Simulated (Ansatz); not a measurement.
Reactions of CH4O2Zn, SMILES `C[O][Zn][OH]`.

Calculated with Ansatz (gas phase, PBE0-D4/def2-TZVP geometries, no zero-point term in ΔE). CCSD(T)/CBS adds triple-zeta CCSD(T) − MP2 to the extrapolated MP2 energy (def2 sets, frozen cores). This one scheme is used for every species. DFT in def2-TZVPP. Elements past krypton have def2 core potentials. For Sn, Zn outer-core shells are correlated without core-valence functions, which leaves a few kJ/mol of doubt a bond. Scalar relativity is left out up to krypton. Each species was taken in one conformer, which may not be the lowest.

```tsv
reaction	r2SCAN-D4 (kJ/mol)	CCSD/CBS(def2) (kJ/mol)	ωB97M-V (kJ/mol)	B2PLYP (kJ/mol)
`C[O][Zn][OH]` + `[OH][SnH2][SH]` → `[OH][Zn][SH]` + `C[O][SnH2][OH]`	-20	-26	-24	-20
`C[O][Zn][OH]` + CH₄ → `C[O][Zn][CH3]` + H₂O	47	47	42	50
`C[O][Zn][OH]` + `C[SiH2]C=O` → `O=C[SiH2][Zn][OH]` + `COC`	64	71	61	67
`C[O][Zn][OH]` + SiH₄ → `[OH][Zn][SiH3]` + CH₃OH	-14	-9	-16	-6
```

Problem. Give the CCSD(T)/CBS values in the same order. (Estimate.)

Solution. The calculation gave: -25, 46, 70, -9 kJ/mol.

Largest T1 diagnostic: 0.017, for `O=C[SiH2][Zn][OH]`.
